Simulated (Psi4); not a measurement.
Psi4 input (wB97X-D/6-31G*):

```
memory 1500 MB

molecule {
-1 2
Si   -0.24911664   -0.34554293    0.47556201
H    -1.03104073   -1.22405466   -0.56426854
F     0.50207486    0.67351730   -0.67706661
symmetry c1
no_reorient
no_com
}

set {
  basis 6-31G*
  reference uks
  scf_type pk
  dft_radial_points 99
  dft_spherical_points 590
  e_convergence 1e-8
  d_convergence 1e-7
  maxiter 150
}

e = energy('wb97x-d')
print_out(f'\nFINAL {e:.10f} DIPOLE {variable("CURRENT DIPOLE")[0]:.6f} {variable("CURRENT DIPOLE")[1]:.6f} {variable("CURRENT DIPOLE")[2]:.6f}\n')
```

From the last part of the output:

```

    Beta Occupied:

       1A    -66.039293     2A    -24.533536     3A     -5.148182
       4A     -3.494744     5A     -3.490539     6A     -3.489179
       7A     -0.986649     8A     -0.342460     9A     -0.249944
      10A     -0.229648    11A     -0.213030    12A     -0.062387

    Beta Virtual:

      13A      0.233668    14A      0.301281    15A      0.390213
      16A      0.471814    17A      0.545666    18A      0.562637
      19A      0.637236    20A      0.948420    21A      0.958462
      22A      0.971632    23A      1.017862    24A      1.121280
      25A      1.345386    26A      1.538836    27A      1.608206
      28A      1.617333    29A      1.902848    30A      2.192546
      31A      2.197008    32A      2.310368    33A      2.314241
      34A      2.948093    35A      3.310040    36A      4.251081

    Final Occupation by Irrep:
              A
    DOCC [    12 ]
    SOCC [     1 ]
    NA   [    13 ]
    NB   [    12 ]

  @UKS Final Energy:  -389.87970203849210

   => Energetics <=

    Nuclear Repulsion Energy =             45.6133329395253284
    One-Electron Energy =                -638.6201922940440454
    Two-Electron Energy =                 226.0635182349407160
    DFT Exchange-Correlation Energy =     -22.9361910382538738
    Empirical Dispersion Energy =          -0.0001698806601991
    VV10 Nonlocal Energy =                  0.0000000000000000
    Total Energy =                       -389.8797020384920984

  UHF NO Occupations:
  HONO-2 :   11  A 1.9998784
  HONO-1 :   12  A 1.9982843
  HONO-0 :   13  A 1.0000000
  LUNO+0 :   14  A 0.0017157
  LUNO+1 :   15  A 0.0001216
  LUNO+2 :   16  A 0.0001093
  LUNO+3 :   17  A 0.0000121

Computation Completed

Properties will be evaluated at   0.000000,   0.000000,   0.000000 [a0]

Properties computed using the SCF density matrix

 Multipole Moments:

 ------------------------------------------------------------------------------------
     Multipole            Electronic (a.u.)      Nuclear  (a.u.)        Total (a.u.)
 ------------------------------------------------------------------------------------

 L = 1.  Multiply by 2.5417464519 to convert [e a0] to [Debye]
 Dipole X            :          0.2183033            0.0000001            0.2183034
 Dipole Y            :          0.3111667            0.0000000            0.3111667
 Dipole Z            :         -0.5195273            0.0000002           -0.5195271
 Magnitude           :                                                    0.6437309

 ------------------------------------------------------------------------------------

FINAL -389.8797020385 DIPOLE 0.218303 0.311167 -0.519527

*** Psi4 exiting successfully. Buy a developer a beer!
```

The dipole moment of an ion depends on the origin.
